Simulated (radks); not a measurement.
The numbers below are computed, except where a source is named.
Trend from Lu to Hg: ionisation energy by Delta-SCF between NIST ground configurations, and size. Code: a radial shooting solver on a logarithmic mesh with Libxc functionals. Model: scalar-relativistic Kohn-Sham, PBE, spin-polarised, spherical densities, point nucleus; open shells are filled with parallel spins first (spin-orbit coupling, left out, can overturn this in heavy ions).

Lu: configuration [Xe] 4f14 5d1 6s2; IE (eV) 5.377; NIST (eV) 5.426; kind exp.; -e(HOMO) (eV) 1.949 (5d); outermost 6s; <r> outermost (bohr) 3.68; r at 0.001 e/bohr^3 (bohr) 5.06
Hf: configuration [Xe] 4f14 5d2 6s2; IE (eV) 6.870; NIST (eV) 6.825; kind exp.; -e(HOMO) (eV) 3.093 (5d); outermost 6s; <r> outermost (bohr) 3.53; r at 0.001 e/bohr^3 (bohr) 4.98
Ta: configuration [Xe] 4f14 5d3 6s2; IE (eV) 7.376; NIST (eV) 7.550; kind exp.; -e(HOMO) (eV) 4.205 (5d); outermost 6s; <r> outermost (bohr) 3.42; r at 0.001 e/bohr^3 (bohr) 4.87
W: configuration [Xe] 4f14 5d4 6s2; IE (eV) 7.533; NIST (eV) 7.864; kind exp.; -e(HOMO) (eV) 4.761 (6s); outermost 6s; <r> outermost (bohr) 3.33; r at 0.001 e/bohr^3 (bohr) 4.78
Re: configuration [Xe] 4f14 5d5 6s2; IE (eV) 7.660; NIST (eV) 7.834; kind exp.; -e(HOMO) (eV) 4.808 (6s); outermost 6s; <r> outermost (bohr) 3.26; r at 0.001 e/bohr^3 (bohr) 4.69
Os: configuration [Xe] 4f14 5d6 6s2; IE (eV) 8.406; NIST (eV) 8.438; kind exp.; -e(HOMO) (eV) 4.789 (5d); outermost 6s; <r> outermost (bohr) 3.10; r at 0.001 e/bohr^3 (bohr) 4.61
Ir: configuration [Xe] 4f14 5d7 6s2; IE (eV) 9.031; NIST (eV) 8.967; kind exp.; -e(HOMO) (eV) 5.810 (6s); outermost 6s; <r> outermost (bohr) 2.97; r at 0.001 e/bohr^3 (bohr) 4.53
Pt: configuration [Xe] 4f14 5d9 6s1; IE (eV) 9.514; NIST (eV) 8.959; kind exp.; -e(HOMO) (eV) 5.620 (5d); outermost 6s; <r> outermost (bohr) 2.90; r at 0.001 e/bohr^3 (bohr) 4.35
Au: configuration [Xe] 4f14 5d10 6s1; IE (eV) 9.587; NIST (eV) 9.226; kind exp.; -e(HOMO) (eV) 6.082 (6s); outermost 6s; <r> outermost (bohr) 2.85; r at 0.001 e/bohr^3 (bohr) 4.27
Hg: configuration [Hg]; IE (eV) 10.482; NIST (eV) 10.438; kind exp.; -e(HOMO) (eV) 6.817 (6s); outermost 6s; <r> outermost (bohr) 2.70; r at 0.001 e/bohr^3 (bohr) 4.31

Reference values: NIST Atomic Spectra Database (exp. = measured, semi-emp. = semi-empirical, theory = theoretical value adopted there). Open shells are spherical and high-spin; term and fine-structure splittings are not resolved. Spin-orbit splitting is averaged out at the scalar-relativistic level.
